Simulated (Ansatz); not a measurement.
Ansatz (a program for electronic structure) input (CCSD(T)/aug-cc-pV(D+d)Z):
A basis named .json is the Basis Set Exchange file of that set.

Ansatz 0.2 input:
```yaml
crystal:
  periodic: [false, false, false]
  atoms:
    - {symbol: Si, position_ang: [2.25594010, 0.22022736, 0.39765481]}
    - {symbol: C, position_ang: [0.41214709, 0.03137484, 0.05326775]}
    - {symbol: C, position_ang: [-0.10710460, -0.51501174, -1.12268025]}
    - {symbol: N, position_ang: [-1.41545593, -0.63908092, -1.34531080]}
    - {symbol: C, position_ang: [-2.22013235, -0.21076763, -0.37829542]}
    - {symbol: C, position_ang: [-1.72220904, 0.33703581, 0.80154760]}
    - {symbol: N, position_ang: [-0.41898530, 0.45962037, 1.02112152]}
    - {symbol: H, position_ang: [2.61624582, -0.54801226, 1.60920631]}
    - {symbol: H, position_ang: [3.01396275, -0.29841374, -0.76522796]}
    - {symbol: H, position_ang: [2.57879875, 1.64872839, 0.60505890]}
    - {symbol: H, position_ang: [0.55358407, -0.86331975, -1.90930103]}
    - {symbol: H, position_ang: [-3.28830033, -0.30381533, -0.54201829]}
    - {symbol: H, position_ang: [-2.39257044, 0.68208580, 1.58140165]}
basis:
  gaussian:
    orbitals: aug-cc-pV_D+d_Z.json
total_charge: -1
magnetization: {spin_polarized: true, initial_magnetization: 1}
correlation: {method: ccsd_t, electrons: outside_noble_gas}
```

End of the output:

```
mean field evaluation 256: about -15041.8190 eV, gradient 7.1e-1 eV
mean field evaluation 288: about -15041.9360 eV, gradient 1.5e-1 eV
mean field evaluation 320: about -15041.3918 eV, gradient 6.3e-1 eV
mean field evaluation 352: about -15041.4041 eV, gradient 1.1e0 eV
mean field evaluation 384: about -15038.5879 eV, gradient 6.2e-1 eV
mean field evaluation 416: about -15037.9704 eV, gradient 6.7e0 eV
mean field evaluation 448: about -15041.9368 eV, gradient 6.8e-2 eV
mean field evaluation 480: about -15041.4726 eV, gradient 6.9e0 eV
mean field evaluation 512: about -15041.6156 eV, gradient 2.0e-1 eV
mean field evaluation 544: about -15041.1843 eV, gradient 4.1e-1 eV
mean field evaluation 576: about -15038.7495 eV, gradient 1.9e-4 eV
mean field -15042.19879651 eV, -552.7906098031 hartree, gradient 1.9e-6 eV, S^2 0.819178; 18 other end points of the search recorded, 0 dependent functions left out
determinant -15042.19879651 eV, -552.7906098031 hartree, with singles and doubles -15070.34237961 eV, -553.8248674059 hartree
determinant -15042.10168330 eV, -552.7870409584 hartree, with singles and doubles -15069.75931849 eV, -553.8034403049 hartree
determinant -15042.10153501 eV, -552.7870355090 hartree, with singles and doubles -15069.75830961 eV, -553.8034032293 hartree
determinant -15041.98566195 eV, -552.7827772525 hartree, with singles and doubles -15069.85451500 eV, -553.8069387118 hartree
determinant -15041.76818382 eV, -552.7747850787 hartree, with singles and doubles -15069.63656664 eV, -553.7989292574 hartree
determinant -15041.57069808 eV, -552.7675276118 hartree, with singles and doubles -15069.39652461 eV, -553.7901078756 hartree
determinant -15041.14601998 eV, -552.7519209793 hartree, with singles and doubles -15069.54887592 eV, -553.7957066830 hartree
determinant -15038.74954973 eV, -552.6638523219 hartree, with singles and doubles -15065.52755679 eV, -553.6479259307 hartree
determinant -15042.19879651 eV, -552.7906098031 hartree, with singles and doubles -15070.29189391 eV, -553.8230120904 hartree
determinant -15041.98566195 eV, -552.7827772525 hartree, with singles and doubles -15069.83208940 eV, -553.8061145866 hartree
11 core orbitals not correlated
reference -15042.19879651 eV, -552.7906098031 hartree; 19, 18 occupied and 194, 195 virtual orbitals, 2266 factors
second order -26.79664937 eV of doubles, -0.00000000 eV of singles
coupled cluster: 17.25 GiB planned
cycle   1  -28.09309691 eV  change    4.9e-7 eV  update   4.2e-6
coupled cluster: 17.25 GiB planned
perturbative correction -1.31477501 eV, -0.0483170905 hartree
Total energy: -15071.60666843 eV, -553.8713291630 hartree
```

This state (charge -1, doublet) is run at the relaxed geometry of the species with charge 0 and multiplicity 1.
